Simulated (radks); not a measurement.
The numbers below are computed, except where a source is named.
Question: Ionisation of Mg+, [Ne] 3s1, to Mg2+, [Ne], under several functionals. Scalar-relativistic Kohn-Sham, spin-polarised, spherical densities, point nucleus; open shells are filled with parallel spins first; a radial shooting solver on a logarithmic mesh with Libxc functionals. Known Delta-SCF values: revPBE 15.282 eV; exchange-only B88 15.011 eV; LDA (Slater exchange, Perdew-Zunger correlation) 15.369 eV. What does LDA (Slater exchange, VWN5 correlation) give, and what is its highest occupied eigenvalue?

Answer: 15.377 eV by Delta-SCF; the 3s eigenvalue is -12.002 eV. NIST: 15.035 eV (measured).
